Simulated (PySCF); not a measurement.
## Electron correlation in S⁺ (sulfur, charge +1)

[Ne] 3s2 3p3, high-spin 4S determinant. Computed with PySCF 2.14 in dyall-acv3z, with scalar relativity by spin-free X2C-1e. Frozen: [Ne]; 5 electrons correlated; the 31 highest virtual orbitals of each spin left out.

| level | correlation energy (mhartree) |
| --- | --- |
| CCSD | -111.99 |
| (T) | -3.85 |
| CCSD(T) | -115.84 |

Diagnostics: T1 = 0.0040, D1 = 0.0098, largest double amplitude 0.047.

Is a single reference adequate?

Yes: T1 lies below 0.03 and no double amplitude reaches 0.07.
